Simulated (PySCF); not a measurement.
A PySCF script (with the pyscf-properties extension) for the NMR shieldings of SMILES C([SiH2][SiH2]NC)[SiH3], C2H13NSi3, on a GFN2-xTB geometry:

```python
import basis_set_exchange as bse
import numpy as np
from pyscf import gto, dft
from pyscf.prop import nmr

atoms = """
C    -3.434545    0.805479    0.532469
N    -2.251060   -0.017547    0.506102
Si   -0.962349    0.234595   -0.605719
Si    0.614890   -1.367805   -0.123535
C     2.342764   -0.779238   -0.660808
Si    3.085569    0.639046    0.354769
H    -3.890022    0.784284    1.524743
H    -3.150404    1.829202    0.300416
H    -4.185800    0.486738   -0.199211
H    -2.452768   -0.960974    0.800062
H    -1.393976    0.195194   -2.024009
H    -0.584498    1.640296   -0.389915
H     0.358754   -2.635300   -0.839847
H     0.708318   -1.770573    1.289701
H     2.298798   -0.478048   -1.708651
H     3.026381   -1.627846   -0.622861
H     3.240822    0.218927    1.749207
H     2.214225    1.814367    0.287347
H     4.405098    0.998455   -0.177721
"""
names = dict.fromkeys(["C", "N", "Si", "H"], "pcSseg-1")
basis = {el: gto.basis.parse(bse.get_basis(n, elements=[el], fmt="nwchem")) for el, n in names.items()}
mol = gto.M(atom=atoms, basis=basis, charge=0, verbose=0)
mf = dft.RKS(mol, xc="PBE0")
mf.grids.level = 2
mf.grids.alignment = dft.numint.BLKSIZE   # the property module wants whole blocks of grid points
mf.conv_tol = 1e-9
mf.kernel()

calc = nmr.RKS(mf)   # GIAO
C = mf.mo_coeff
Co = C[:, mf.mo_occ > 0]
resp = mf.gen_response(singlet=True, hermi=2)
def vind(x):   # induced exchange potential for any number of trial vectors
    d = np.einsum("pi,xij,qj->xpq", C, 2 * x.reshape(-1, C.shape[1], Co.shape[1]), Co, optimize=True)
    return np.einsum("xpq,pi,qj->xij", resp(d - d.transpose(0, 2, 1)), C, Co, optimize=True).ravel()
mo1, _ = nmr.rhf.solve_mo1(calc, with_cphf=vind)
sigma = calc.kernel(mo1)
for i, s in enumerate(sigma):   # ppm
    print("%2d %-2s %9.2f" % (i, mol.atom_pure_symbol(i), np.trace(s) / 3))
```

Problem. What does it print?

Solution. 
```
 0 C     150.95
 1 N     260.43
 2 Si    401.36
 3 Si    425.92
 4 C     204.09
 5 Si    421.51
 6 H      28.71
 7 H      29.21
 8 H      28.77
 9 H      32.50
10 H      26.71
11 H      26.86
12 H      27.43
13 H      27.79
14 H      32.16
15 H      31.73
16 H      27.82
17 H      27.70
18 H      27.59
```

These numbers come from an equivalent density-fitted implementation of the same equations, which agrees with the script to about 0.01 ppm for H and up to a few tenths of a ppm for heavy atoms, so last digits may differ.

Problem. Turn these shieldings into chemical shifts. Referencing at the same level of theory: TMS for 13C (σ = 186.93 ppm) and 29Si (σ = 349.16 ppm) and 1H (σ = 31.72 ppm); 15N (σ = 267.73 ppm) against NH3.

Solution. Averaging equivalent atoms: C 0: 36.0; C 4: -17.2; N 1: 7.3; Si 2: -52.2; Si 5: -72.4; Si 3: -76.8; H 10/11: 4.93; H 12/13: 4.10; H 16/17/18: 4.01; H 6/7/8: 2.82; H 14/15: -0.23; H 9: -0.79 ppm. Experimental scales use liquid or dissolved standards, which lie at an offset from isolated NH3 (liquid NH3: subtract about 20 ppm).

Size and cost of the density-fitted run: 188 basis functions, 31 s wall time on 1 thread of an Arm Neoverse V1, shared host; peak memory 0.78 GiB.
